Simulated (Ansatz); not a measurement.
Basis sets compared for Cs₂F₃. The state is a doublet with charge 0. Geometry r2SCAN-D4/def2-SVP. Ansatz on 4 threads of Arm Neoverse V1 on a shared host; times are rough, and most runs start from earlier orbitals.

```csv
atom,x (Å),y (Å),z (Å)
Cs1,1.307,-1.618,-0.044
Cs2,-1.694,1.170,-0.305
F3,0.362,0.532,1.521
F4,1.126,1.194,-0.182
F5,-1.101,-1.278,-0.991
```

In the def2 sets Cs takes a core potential; there is no spin–orbit coupling. In the doublet, F3 and F4 lie 1.98 Å apart (atoms count from 1), so these atoms are partly bonded to each other. The structure comes from a short search, and lower isomers may exist.

Binding counts from free atoms (Cs doublet, F doublet) in the same basis, without a counterpoise term.

```
                          level  functions  energy (Eh)  HOMO (eV)  LUMO (eV)  binding per atom (eV)  wall time
                PBE-D4/def2-SVP         90    -339.4318      -4.88      -4.31                   2.82      2.5 s
               PBE-D4/def2-TZVP        151    -339.8170      -5.35      -4.75                   2.80      3.4 s
            r2SCAN-D4/def2-TZVP        151    -339.9809      -5.61      -4.34                   2.73      7.5 s
               PBE0-D4/def2-SVP         90    -339.4025      -6.57      -2.79                   2.59      2.7 s
PBE0-D4/def2-TZVP (with forces)        151    -339.7835      -7.09      -3.21                   2.59      4.8 s
```

(1) Estimate the rows for PBE-D4/def2-TZVPD, r2SCAN-D4/def2-TZVPD, PBE0-D4/def2-TZVPD.

Answers

(1) 
| level | functions | energy (Eh) | HOMO (eV) | LUMO (eV) | binding per atom (eV) | wall time |
| --- | --- | --- | --- | --- | --- | --- |
| PBE-D4/def2-TZVPD | 184 | -339.8231 | -5.44 | -4.85 | 2.82 | 4.7 s |
| r2SCAN-D4/def2-TZVPD | 184 | -339.9863 | -5.70 | -4.41 | 2.74 | 11 s |
| PBE0-D4/def2-TZVPD | 184 | -339.7891 | -7.18 | -3.29 | 2.60 | 6 s |
